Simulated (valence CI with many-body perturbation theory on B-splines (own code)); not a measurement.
# Level structure of Sm XL

Method: configuration interaction combined with many-body perturbation theory (CI+MBPT): five valence electrons over a frozen Dirac-Fock core [Ar], a basis of 7 s, 7 p, 8 d, 6 f, 4 g, 1 h functions for each j, with the one-electron correlation potential Σ1 (screened to all orders), the two-electron term Σ2, the three-electron term Σ3, Breit, model QED; selected single and double excitations, second order for the rest, scaled by the run's own slope (own B-spline code, finite nucleus).

The last digits are not significant, and no measured levels were compared; by estimate large intervals hold to a few tenths of a per cent, small ones and those within an open d or f shell to about a per cent. Only levels of the ground parity were solved; by the run's estimate the other parity begins above the list, which can be wrong where configurations are misplaced.

Levels 1 to 37 of 37, with energies above the lowest level, (3d3/2^4 3d5/2) J=5/2. "Leading %" is the weight of the configuration and term that name the level; weights of strongly mixed levels are sums over their largest components and can fall short. In the jj column 3d3/2^4 stands for four electrons in 3d with j = 3/2. Lifetimes count E1, E2, E3, M1 and M2 decay at the calculated energies, and are blank where another channel may lead or the interval is too uncertain; long ones can be off by a factor of two.

```csv
No.,Configuration,Term,J,E (cm⁻¹),Leading %,g,Lifetime,Leading jj
1,3d5,4P,5/2,0,30,1.440,,3d3/2^4 3d5/2 (86 %)
2,3d5,6S,5/2,169980,38,1.305,5.33 μs,3d3/2^3 3d5/2^2 (78 %)
3,3d5,4G,7/2,248760,38,1.150,9.61 μs,3d3/2^3 3d5/2^2 (98 %)
4,3d5,4D,3/2,256890,40,1.221,3.34 μs,3d3/2^3 3d5/2^2 (97 %)
5,3d5,4G,11/2,259400,41,1.125,,3d3/2^3 3d5/2^2 (97 %)
6,3d5,4G,9/2,287870,40,1.143,978 μs,3d3/2^3 3d5/2^2 (92 %)
7,3d5,4D,5/2,303480,36,1.145,26.4 μs,3d3/2^3 3d5/2^2 (84 %)
8,3d5,4P,1/2,315520,52,1.857,165 μs,3d3/2^3 3d5/2^2 (82 %)
9,3d5,2F,7/2,340520,37,1.100,69.6 μs,3d3/2^3 3d5/2^2 (94 %)
10,3d5,2D,5/2,416010,32,1.241,1.98 μs,3d3/2^2 3d5/2^3 (78 %)
11,3d5,2D,3/2,419430,55,0.794,17.8 μs,3d3/2^3 3d5/2^2 (73 %)
12,3d5,4D,7/2,461160,51,1.212,3.97 μs,3d3/2^2 3d5/2^3 (97 %)
13,3d5,2I,11/2,467560,53,1.076,5.68 μs,3d3/2^2 3d5/2^3 (97 %)
14,3d5,4G,9/2,481380,53,1.142,5.84 μs,3d3/2^2 3d5/2^3 (92 %)
15,3d5,4D,1/2,499540,76,0.549,3.17 μs,3d3/2^2 3d5/2^3 (95 %)
16,3d5,2I,13/2,501020,100,1.070,28.5 μs,3d3/2^2 3d5/2^3 (100 %)
17,3d5,4P,3/2,509100,52,1.184,1.83 μs,3d3/2^2 3d5/2^3 (94 %)
18,3d5,2F,5/2,521600,41,1.018,3.48 μs,3d3/2^2 3d5/2^3 (92 %)
19,3d5,2H,9/2,555690,53,1.101,2.62 μs,3d3/2^2 3d5/2^3 (100 %)
20,3d5,2G,7/2,571400,61,0.985,9.73 μs,3d3/2^2 3d5/2^3 (99 %)
21,3d5,4F,5/2,581570,60,1.039,2.62 μs,3d3/2^2 3d5/2^3 (96 %)
22,3d5,2D,3/2,597030,88,0.819,6.76 μs,3d3/2^2 3d5/2^3 (73 %)
23,3d5,2G,7/2,622300,42,1.044,4.38 μs,3d3/2^2 3d5/2^3 (89 %)
24,3d5,2S,1/2,624880,40,1.818,2.87 μs,3d3/2^2 3d5/2^3 (69 %)
25,3d5,2G,9/2,674920,71,1.105,7.06 μs,3d3/2^2 3d5/2^3 (90 %)
26,3d5,4P,5/2,697100,35,1.234,1.12 μs,3d3/2 3d5/2^4 (88 %)
27,3d5,4F,7/2,753190,32,1.187,1.63 μs,3d3/2 3d5/2^4 (98 %)
28,3d5,2H,11/2,766010,58,1.064,1.95 μs,3d3/2 3d5/2^4 (98 %)
29,3d5,2D,3/2,772710,47,0.995,1.99 μs,3d3/2 3d5/2^4 (58 %)
30,3d5,2D,5/2,780700,66,1.132,2.63 μs,3d3/2^2 3d5/2^3 (64 %)
31,3d5,2P,3/2,786200,56,1.119,2.24 μs,3d3/2^2 3d5/2^3 (56 %)
32,3d5,2G,9/2,819420,66,1.109,2.38 μs,3d3/2 3d5/2^4 (88 %)
33,3d5,2D,5/2,848470,68,1.113,2.20 μs,3d3/2 3d5/2^4 (61 %)
34,3d5,2G,7/2,866670,62,0.985,2.29 μs,3d3/2 3d5/2^4 (93 %)
35,3d5,2P,1/2,931320,66,1.083,2.10 μs,3d3/2 3d5/2^4 (81 %)
36,3d5,2D,3/2,1021700,76,0.881,1.44 μs,3d3/2 3d5/2^4 (90 %)
37,3d5,2D,5/2,1056200,52,1.149,862 ns,3d5/2^5 (84 %)
```

The ionisation energy to 3d4 3P_0 of the next ion comes out as 2887.2 eV (NIST: 2887 ± 4 eV (theoretical)). All 37 levels together are meant to be complete up to 1098600 cm⁻¹.
